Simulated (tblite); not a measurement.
Species: C₆H₃Cl₂O₂ (doublet state).
Bonds: C1–C2 (triple), C2–C3, C3–C4, C4–C5, C5–O6, C5–O7 (double), C4–C8 (double), C8–Cl9, C8–Cl10. Hydrogens: H11 on C1; H12, H13 on C3.
Bond orders are those of one Lewis drawing.

Computed with GFN2-xTB (tblite), gas phase: L-BFGS steps from a force-field or distance-geometry start until the largest atomic force falls under 0.01 eV/Å.

Step 63: E = -855.9096 eV
```
atom  x, y, z in Å  |  force x, y, z in eV/Å
C1      2.6716   -0.0188    0.4567   -0.055  -0.023  -0.052
C2      1.6641   -0.3815   -0.0854   -0.041   0.117   0.021
C3      0.4043   -0.7868   -0.6794    0.045  -0.072  -0.061
C4     -0.7225   -0.0554   -0.0481    0.047   0.340  -0.150
C5     -0.7097    1.6036   -0.5393   -0.577   0.379  -0.628
O6      0.4355    2.0005   -0.5423   -1.733  -0.383   0.125
O7     -1.8686    1.8841   -0.8327    2.343  -0.434   0.638
C8     -1.6506   -0.4631    0.7945    0.124  -0.079   0.135
Cl9    -2.8337    0.5087    1.5448   -0.026  -0.093  -0.074
Cl10   -1.6591   -2.1365    1.3137   -0.042   0.187   0.007
H11     3.5649    0.3103    0.9037   -0.056  -0.059  -0.046
H12     0.4207   -0.5965   -1.7576    0.076   0.078  -0.006
H13     0.2790   -1.8680   -0.5463   -0.104   0.044   0.090
```

Step 64: E = -855.9671 eV
```
atom  x, y, z in Å  |  force x, y, z in eV/Å
C1      2.6652   -0.0025    0.4541   -0.007  -0.010  -0.018
C2      1.6609   -0.3707   -0.0888   -0.042   0.060   0.020
C3      0.4058   -0.7950   -0.6749    0.025  -0.011  -0.044
C4     -0.7231   -0.0511   -0.0614    0.040   0.011   0.003
C5     -0.6945    1.5989   -0.5313    0.288  -0.115  -0.165
O6      0.4402    1.9569   -0.6438   -0.085  -0.045   0.168
O7     -1.8270    1.9451   -0.6836   -0.249   0.069   0.017
C8     -1.6550   -0.4672    0.7764    0.133  -0.016   0.039
Cl9    -2.8764    0.4783    1.4919   -0.050  -0.033  -0.021
Cl10   -1.6548   -2.1319    1.3068   -0.022   0.084   0.015
H11     3.5536    0.3343    0.9027   -0.024  -0.041  -0.039
H12     0.4259   -0.6253   -1.7553    0.063   0.056  -0.036
H13     0.2749   -1.8693   -0.5104   -0.073  -0.009   0.062
```

Step 65: E = -855.9699 eV
```
atom  x, y, z in Å  |  force x, y, z in eV/Å
C1      2.6672   -0.0055    0.4562   -0.024  -0.015  -0.041
C2      1.6624   -0.3702   -0.0881   -0.029   0.047   0.022
C3      0.4075   -0.7938   -0.6750    0.000   0.006  -0.034
C4     -0.7207   -0.0492   -0.0590    0.031   0.013  -0.024
C5     -0.6972    1.5956   -0.5326    0.047  -0.079  -0.168
O6      0.4355    1.9606   -0.6339   -0.015  -0.010   0.153
O7     -1.8324    1.9374   -0.6981   -0.052  -0.004   0.043
C8     -1.6520   -0.4672    0.7781    0.084   0.019   0.061
Cl9    -2.8738    0.4806    1.4958   -0.026  -0.043  -0.037
Cl10   -1.6578   -2.1298    1.3057   -0.011   0.055   0.023
H11     3.5584    0.3296    0.9000   -0.017  -0.036  -0.025
H12     0.4263   -0.6196   -1.7550    0.069   0.043  -0.028
H13     0.2724   -1.8680   -0.5119   -0.056   0.003   0.054
```

Step 66: E = -855.9739 eV
```
atom  x, y, z in Å  |  force x, y, z in eV/Å
C1      2.6678   -0.0181    0.4671    0.102   0.028  -0.043
C2      1.6598   -0.3698   -0.0780   -0.094  -0.065  -0.043
C3      0.4111   -0.7900   -0.6796   -0.080   0.035  -0.017
C4     -0.7183   -0.0486   -0.0609   -0.037   0.046  -0.022
C5     -0.7130    1.5872   -0.5450    0.168   0.140  -0.094
O6      0.4211    1.9883   -0.5581   -0.690  -0.187   0.087
O7     -1.8520    1.8920   -0.7866    0.516  -0.103   0.094
C8     -1.6393   -0.4691    0.7870   -0.031   0.231   0.093
Cl9    -2.8507    0.4958    1.5262    0.077  -0.087  -0.125
Cl10   -1.6640   -2.1184    1.3165    0.031  -0.071   0.041
H11     3.5752    0.3098    0.8827   -0.049  -0.031   0.024
H12     0.4420   -0.5925   -1.7553    0.060   0.002  -0.032
H13     0.2560   -1.8661   -0.5337    0.028   0.062   0.039
```

**Question.** Estimate the geometry and energy of step 67. (The exact step hangs on the optimiser's Hessian estimate; all steps are aligned on step 66, rigid shifts and turns removed.)

**Answer.** E = -855.9775 eV, largest force 0.197 eV/Å
```
atom  x, y, z in Å  |  force x, y, z in eV/Å
C1      2.6691   -0.0147    0.4635    0.039   0.006  -0.056
C2      1.6598   -0.3690   -0.0786   -0.049  -0.031  -0.019
C3      0.4101   -0.7904   -0.6776   -0.046   0.026  -0.015
C4     -0.7197   -0.0491   -0.0610   -0.023   0.012  -0.015
C5     -0.7085    1.5896   -0.5419   -0.001  -0.003  -0.088
O6      0.4217    1.9792   -0.5827   -0.160  -0.039   0.109
O7     -1.8452    1.9061   -0.7570    0.152  -0.048   0.036
C8     -1.6436   -0.4675    0.7842    0.011   0.137   0.076
Cl9    -2.8592    0.4896    1.5149    0.030  -0.054  -0.087
Cl10   -1.6635   -2.1218    1.3138    0.024  -0.029   0.032
H11     3.5732    0.3137    0.8850   -0.035  -0.028   0.016
H12     0.4413   -0.5994   -1.7547    0.052   0.009  -0.024
H13     0.2603   -1.8658   -0.5255    0.006   0.043   0.036
```

The energy changes by -0.0036 eV. The first-order estimate −F·Δx gives -0.0073 eV and the mean of the old and new forces, exact on a quadratic surface, -0.0038 eV. The step makes an angle of 81° with the force vector and moves no atom by more than 0.033 Å.

The cost below is that of the whole relaxation. Time: 0.98 s wall. Hardware: one thread of an Arm Neoverse V2, no GPU, shared host with 96 logical CPUs at a one-minute load of 59.
